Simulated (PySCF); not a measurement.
**NMR data sheet: C7H13P**

```yaml
Formula: C7H13P
SMILES: CCCP1CC=CC1
Point_group_of_the_computed_structure: C1
Carbon_signals: 5
Proton_signals: 5
```

Atom-mapped SMILES (the numbers label the heavy atoms): `[CH3:1][CH2:2][CH2:3][P:4]1[CH2:5][CH:6]=[CH:7][CH2:8]1`. Each H is labelled by its parent atom.

Computational details: NMR shieldings at PBE0/pcSseg-1/GIAO, structure optimised with GFN2-xTB, in PySCF 2.14.0 with density-fitted response routines (single conformer, relativity neglected, equivalent nuclei averaged, gas phase).

Scale: TMS for ¹H (σref 31.72), ¹³C (σref 186.93); H3PO4 for ³¹P (σref 318.38) (reference shieldings calculated alike).

| carbon | δC, type | δH (multiplicity) | HMBC from (2–3 bonds) | span of the C tensor (ppm) |
| --- | --- | --- | --- | --- |
| C1 | 19.1, CH3 | 1.05 (t) | H(C2), H(C3) | 33 |
| C2 | 24.2, CH2 | 1.32 (m) | H(C3), H(C1) | 23 |
| C3 | 35.6, CH2 | 1.15 (m) | H(C5)/H(C8), H(C2), H(C1) | 50 |
| C5/C8 | 38.0, CH2 | 2.46 (m) | H(C6)/H(C7), H(C5)/H(C8), H(C3) | 42 |
| C6/C7 | 137.1, CH | 6.07 (m) | H(C6)/H(C7), H(C5)/H(C8) | 201 |

Other nuclei:
```tsv
atoms	nucleus	environment	δ (ppm)	σ (ppm)
P4	³¹P	phosphorus bonded to 3 C, in a 5-membered ring	-38.9	357.3
```

- δC 137.1: alkene CH; the olefinic region.
- δC 24.2: sp3 CH2; aliphatic region, no heteroatom directly attached.
- δC 19.1: methyl carbon; saturated and bonded to C and H only.
- δH 6.07: hydrogen on an alkene CH; a vinylic proton, deshielded by the sp2 carbon and the C=C anisotropy.
- δH 2.46: hydrogen on an allylic sp3 CH2 bonded to P; allylic position.

Splittings by ³¹P in the carbon and heteronuclear signals aren't shown, as no couplings were computed. Shifts are as computed. Against solution values, carbons near 30 ppm lie about +3 ppm off and those near 130 ppm about +5 ppm. Of 1211 compounds with measured shifts, 218 miss one by over three times the rms of a fit or turn the order of signals round; such compounds aren't used in these exercises. Experimental scales use liquid or dissolved standards, which lie at an offset from isolated H3PO4. Multiplicities follow the n + 1 count of equivalent neighbours, as no J values were calculated; m marks all less simple cases, F and P coupling included.
